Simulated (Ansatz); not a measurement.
`[NH2][Ge][Cl]` + HCl → `[Cl][Ge][Cl]` + NH₃ at 400 K and 1 bar (ligand exchange at a Ge–N bond).

Gas-phase electronic energies from Ansatz, PBE0-D4/def2-TZVP geometries. CBS: MP2 limit from def2 TZ/QZ plus the TZ coupled-cluster correction, frozen cores. This one scheme is used for every species. For Ge outer-core shells are correlated without core-valence functions, which leaves a few kJ/mol of doubt a bond. Scalar relativity is left out up to krypton. Each species was taken in one conformer, which may not be the lowest.

| species | CCSD(T)/CBS energy (Eh) | H − E (kJ/mol) | S (J/(mol·K)) |
| --- | --- | --- | --- |
| `[NH2][Ge][Cl]` | -2591.85675 | 91.6 | 316.9 |
| HCl | -460.38127 | 29.6 | 195.4 |
| `[Cl][Ge][Cl]` | -2995.74627 | 24.5 | 311.4 |
| NH₃ | -56.50880 | 104.2 | 203.1 |

H − E and S are ideal-gas, rigid-rotor, harmonic terms from PBE0-D4/def2-TZVP, for one conformer and one mirror image of each species. 1 Eh = 2625.50 kJ/mol, R = 8.31446 J/(mol·K).

By hand: ΔE, ΔH, ΔS and ΔG.

ΔE = (-2995.74627) + (-56.50880) − (-2591.85675) − (-460.38127) = -0.01705 Eh = -44.8 kJ/mol. Δ(H − E) = 24.5 + 104.2 − 91.6 − 29.6 = 7.5, so ΔH = -37.3 kJ/mol. ΔS = 311.4 + 203.1 − 316.9 − 195.4 = 2.2 J/(mol·K). ΔG = -37.3 − 400 × (2.2)/1000 = -38.2 kJ/mol.

By hand: the equilibrium constant, and the temperature at which ΔG would vanish if ΔH and ΔS stayed fixed.

log₁₀ K = −ΔG/(RT ln 10) = 5.0. ΔH and −TΔS have one sign here, so there is no such temperature. One of them is within its doubt of zero, so this could turn.

The number of gas molecules stays the same, so ΔS is small and ΔH decides. A doubt of 5 kJ/mol in ΔE shifts log₁₀ K by 0.7 here. Other conformers and mirror images would add mixing entropy, several J/(mol·K) or more a flexible species. These are equilibria of isolated gas molecules and say nothing of rates. Largest T1 diagnostic: 0.013 (customary marks: 0.02 for closed shells, 0.045 for open ones).
